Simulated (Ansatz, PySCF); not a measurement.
Reaction R1 + R2 → P1, each structure at its B3LYP-D3(BJ)/def2-TZVP stationary point, reached from a drawn start (curvature not checked).
P1, C6H10 (SMILES C1=CCCCC1) (charge 0, multiplicity 1):
```json
[
 {"atom": "C", "x (Å)": "-0.8051", "y (Å)": "-0.3214", "z (Å)": "-1.0070"},
 {"atom": "C", "x (Å)": "-0.0686", "y (Å)": "-1.3217", "z (Å)": "-0.1167"},
 {"atom": "C", "x (Å)": "1.2530", "y (Å)": "-0.7345", "z (Å)": "0.3837"},
 {"atom": "C", "x (Å)": "1.0976", "y (Å)": "0.6850", "z (Å)": "0.8536"},
 {"atom": "C", "x (Å)": "0.0278", "y (Å)": "1.4315", "z (Å)": "0.5938"},
 {"atom": "C", "x (Å)": "-1.1351", "y (Å)": "0.9564", "z (Å)": "-0.2320"},
 {"atom": "H", "x (Å)": "-0.1689", "y (Å)": "-0.0686", "z (Å)": "-1.8613"},
 {"atom": "H", "x (Å)": "-1.7178", "y (Å)": "-0.7636", "z (Å)": "-1.4122"},
 {"atom": "H", "x (Å)": "-0.7007", "y (Å)": "-1.5668", "z (Å)": "0.7429"},
 {"atom": "H", "x (Å)": "0.1121", "y (Å)": "-2.2560", "z (Å)": "-0.6528"},
 {"atom": "H", "x (Å)": "1.6551", "y (Å)": "-1.3473", "z (Å)": "1.1961"},
 {"atom": "H", "x (Å)": "2.0065", "y (Å)": "-0.7729", "z (Å)": "-0.4131"},
 {"atom": "H", "x (Å)": "1.9108", "y (Å)": "1.1044", "z (Å)": "1.4370"},
 {"atom": "H", "x (Å)": "-0.0254", "y (Å)": "2.4413", "z (Å)": "0.9876"},
 {"atom": "H", "x (Å)": "-1.4421", "y (Å)": "1.7481", "z (Å)": "-0.9220"},
 {"atom": "H", "x (Å)": "-1.9995", "y (Å)": "0.7861", "z (Å)": "0.4222"}
]
```
R1: C4H6 (SMILES C=CC=C), charge 0, multiplicity 1.
R2, C2H4 (SMILES C=C) (charge 0, multiplicity 1, Z-matrix in Å and degrees):
```
C
C 1 1.3246
H 2 1.0833 1 121.73
H 1 1.0833 2 121.73 3 -180.00
H 2 1.0833 3 116.54 1 -180.00
H 1 1.0833 4 116.54 2 180.00
```

P less R. No zero-point or thermal terms. One arrangement of each flexible species, with no search for the lowest.

Run with Ansatz (Gaussian basis) for Hartree–Fock, density functionals and correlated methods; PySCF for the D3/D4 terms. Each number belongs to the level named beside it.

Task: One of these levels gives -34.46 kcal/mol for the reaction energy. Which?
A) PBE0-D3(BJ)/def2-TZVPP
B) BLYP-D4/def2-TZVPP
C) r2SCAN-D3(BJ)/def2-TZVPP

Result: B, BLYP-D4/def2-TZVPP. The others give -46.50 (r2SCAN-D3(BJ)/def2-TZVPP), -52.06 (PBE0-D3(BJ)/def2-TZVPP)

Ansatz is a program for electronic structure.
